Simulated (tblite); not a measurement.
C8H11FSi.
Numbering: `[F:1][CH2:2][Si@H:3]1[CH:4]=[CH:5][CH:6]=[C:7]1[CH:8]1[CH2:9][CH2:10]1` (hydrogens: H11, H12 on C2; H13 on Si3; H14 on C4; H15 on C5; H16 on C6; H17 on C8; H18, H19 on C9; H20, H21 on C10)

Computed geometry: GFN2-xTB, gas phase.

(1) Give the optimised bond lengths and angles.

Results:

(1) 
| bond | length (pm) |
| --- | --- |
| F1–C2 | 138.0 |
| C2–Si3 | 192.1 |
| Si3–C4 | 188.0 |
| C4=C5 | 134.1 |
| C5–C6 | 145.0 |
| C6=C7 | 134.6 |
| C7–C8 | 146.7 |
| C8–C9 | 151.0 |
| C9–C10 | 149.0 |
| Si3–C7 | 189.8 |
| C8–C10 | 151.1 |
| C2–H11 | 109.2 |
| C2–H12 | 109.3 |
| Si3–H13 | 146.4 |
| C4–H14 | 107.6 |
| C5–H15 | 108.1 |
| C6–H16 | 108.1 |
| C8–H17 | 108.4 |
| C9–H18 | 107.9 |
| C9–H19 | 108.0 |
| C10–H20 | 108.0 |
| C10–H21 | 107.9 |

A selection of angles:
| angle | degrees |
| --- | --- |
| F1–C2–Si3 | 110.0 |
| F1–C2–H11 | 106.4 |
| F1–C2–H12 | 106.1 |
| Si3–C2–H11 | 113.0 |
| Si3–C2–H12 | 112.2 |
| H11–C2–H12 | 108.7 |
| C2–Si3–C4 | 114.9 |
| C2–Si3–C7 | 111.3 |
| C2–Si3–H13 | 109.3 |
| C4–Si3–C7 | 89.7 |
| C4–Si3–H13 | 116.1 |
| C7–Si3–H13 | 114.5 |
| Si3–C4–C5 | 108.6 |
| Si3–C4–H14 | 128.9 |
| C5–C4–H14 | 122.5 |
| C4–C5–C6 | 117.1 |
| C4–C5–H15 | 123.7 |
| C6–C5–H15 | 119.2 |
| C5–C6–C7 | 116.6 |
| C5–C6–H16 | 119.1 |
| C7–C6–H16 | 124.4 |
| C6–C7–C8 | 125.9 |
| Si3–C7–C6 | 108.1 |
| Si3–C7–C8 | 126.0 |
| C7–C8–C9 | 120.8 |
| C7–C8–C10 | 120.9 |
| C7–C8–H17 | 113.8 |
| C9–C8–C10 | 59.1 |
| C9–C8–H17 | 115.9 |
| C10–C8–H17 | 115.9 |
| C8–C9–C10 | 60.5 |
| C8–C9–H18 | 117.3 |
| C8–C9–H19 | 118.1 |
| C10–C9–H18 | 118.4 |
| C10–C9–H19 | 118.7 |
| H18–C9–H19 | 113.9 |
| C9–C10–H20 | 118.7 |
| C9–C10–H21 | 118.4 |
| C8–C10–C9 | 60.4 |
| C8–C10–H20 | 117.9 |
| C8–C10–H21 | 117.4 |
| H20–C10–H21 | 113.9 |

Torsions: F1–C2–Si3–C4 81° (synclinal); C2–Si3–C4–C5 115° (anticlinal); Si3–C4–C5–C6 -1° (synperiplanar); C4–C5–C6–C7 0° (synperiplanar); C5–C6–C7–C8 180° (antiperiplanar); C6–C7–C8–C9 -35° (synclinal); C7–C8–C9–C10 110° (anticlinal); C2–Si3–C7–C6 -118° (anticlinal); C7–C8–C10–C9 -110° (anticlinal).

The C–C distances run from 1.341 Å (C4=C5, drawn double) to 1.511 Å (C8–C10, drawn single), a spread of 0.170 Å. The 3-membered ring C8–C9–C10 has internal angles of 59.1° to 60.5°. Si3 (SiH silicon) has angles from 89.7° to 116.1°. Of the pairs four or more bonds apart, C6···H18 is among the closest relative to their van der Waals radii: 2.86 Å, 99 % of the sum of Bondi's values. The 3 C–Si bonds span 1.880 Å (Si3–C4, drawn single) to 1.921 Å (C2–Si3, drawn single), a spread of 0.041 Å. The 5-membered ring Si3–C4–C5–C6–C7 has internal angles of 89.7° to 117.1°; it is planar, 0.01 Å rms from its mean plane, widest ring torsion 1°.

Point group: C1 (no symmetry element, even within 0.4 Å). Its GFN2-xTB frequencies are all real (lowest 40 cm⁻¹). One conformer, not necessarily the lowest. 2 starts were optimised and ended at 0.00 and 1.12 kcal/mol (GFN2-xTB); the lowest of these is shown.

On one thread, Arm Neoverse N1 (aarch64), on a shared host, this took 2.5 s wall. These figures are those of the optimisation.
